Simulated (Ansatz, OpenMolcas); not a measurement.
## [AlF4]− (fluoroaluminate): methods side by side

[AlF4]−: 5 atoms, total charge -1, spin state singlet. SMILES: `[F][Al-]([F])([F])[F]`. The coordinates come from a PBE0-D4/def2-TZVPD relaxation.

Quantity: the vertical detachment energy (to the doublet neutral), in eV. The values are calculated.

| level | kind | program | value (eV) | CPU time (all runs) |
| --- | --- | --- | --- | --- |
| HF/6-311+G** | Hartree–Fock | Ansatz | 7.89 | 52 s |
| SVWN5/6-311+G** | LDA | OpenMolcas | 7.22 | 5.3 min |
| BLYP/6-311+G** | GGA | Ansatz | 6.85 | 26 s |
| PBE/6-311+G** | GGA | Ansatz | 6.90 | 24 s |
| r2SCAN/6-311+G** | meta-GGA | Ansatz | 7.28 | 49 s |
| B3LYP/6-311+G** | global hybrid | Ansatz | 7.81 | 15 s |
| PBE0/6-311+G** | global hybrid | Ansatz | 7.89 | 15 s |
| CCSD/6-311+G** | coupled cluster or CI | Ansatz | 8.97 | 5.3 min |

The values span 6.85 to 8.97 eV. Times are those of the runs behind each value, whatever else they computed, on shared processors of several kinds: orders of magnitude only.
